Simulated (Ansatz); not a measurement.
Total energies of `[CH3][Ge]([Cl])([Cl])[Cl]`.

Cartesian coordinates in Å:
```
C 0.617 0.582 0.734
Ge -0.442 -0.418 -0.526
Cl 0.276 -2.418 -0.732
Cl -2.484 -0.528 0.090
Cl -0.402 0.483 -2.462
H 0.567 0.092 1.706
H 0.219 1.594 0.806
H 1.649 0.612 0.384
```

Charge 0, multiplicity 1. Correlated methods include outer-core shells of Ge, which these sets cover unevenly. Scalar relativity is left out up to krypton. All single points use the PBE0-D4/def2-TZVP geometry. Basis def2-TZVPP, the Gaussian-basis code of Ansatz.

RPA on PBE orbitals: Hartree–Fock energy of these orbitals -3493.62041 Eh, correlation -1.59046 Eh (frozen core).

```json
{"functional": "LDA (SPW92)", "energy without D4 (Eh)": "-3489.73018", "D4 term (kJ/mol)": "–"}
{"functional": "PBE", "energy without D4 (Eh)": "-3496.78797", "D4 term (kJ/mol)": "-26.3"}
{"functional": "revPBE", "energy without D4 (Eh)": "-3497.29342", "D4 term (kJ/mol)": "-64.8"}
{"functional": "BLYP", "energy without D4 (Eh)": "-3497.74040", "D4 term (kJ/mol)": "-55.7"}
{"functional": "r2SCAN", "energy without D4 (Eh)": "-3497.60425", "D4 term (kJ/mol)": "-6.2"}
{"functional": "B97M-V", "energy without D4 (Eh)": "-3496.98423", "D4 term (kJ/mol)": "–"}
{"functional": "PBE0", "energy without D4 (Eh)": "-3496.96249", "D4 term (kJ/mol)": "-22.8"}
{"functional": "B3LYP", "energy without D4 (Eh)": "-3497.81228", "D4 term (kJ/mol)": "-43.0"}
{"functional": "r2SCANh", "energy without D4 (Eh)": "-3497.59122", "D4 term (kJ/mol)": "-6.8"}
{"functional": "r2SCAN0", "energy without D4 (Eh)": "-3497.57321", "D4 term (kJ/mol)": "-7.6"}
{"functional": "HSE06 (plane-wave form)", "energy without D4 (Eh)": "-3496.93780", "D4 term (kJ/mol)": "-21.6"}
{"functional": "BHLYP", "energy without D4 (Eh)": "-3497.67916", "D4 term (kJ/mol)": "-37.4"}
{"functional": "CAM-B3LYP", "energy without D4 (Eh)": "-3497.86101", "D4 term (kJ/mol)": "-23.8"}
{"functional": "LC-ωPBE", "energy without D4 (Eh)": "-3497.05032", "D4 term (kJ/mol)": "–"}
{"functional": "ωB97X-V", "energy without D4 (Eh)": "-3497.32109", "D4 term (kJ/mol)": "–"}
{"functional": "ωB97M-V", "energy without D4 (Eh)": "-3497.52245", "D4 term (kJ/mol)": "–"}
{"functional": "B2PLYP", "energy without D4 (Eh)": "-3496.93078", "D4 term (kJ/mol)": "–"}
{"functional": "PBE-QIDH", "energy without D4 (Eh)": "-3496.38531", "D4 term (kJ/mol)": "–"}
```

B3LYP takes the VWN-RPA correlation (the form of Gaussian; ORCA's B3LYP/G). HSE06 is the plane-wave form, built on full-range PBE exchange. The double hybrids freeze the cores in their second-order part.

LC-ωPBE has ω = 0.4 bohr⁻¹.
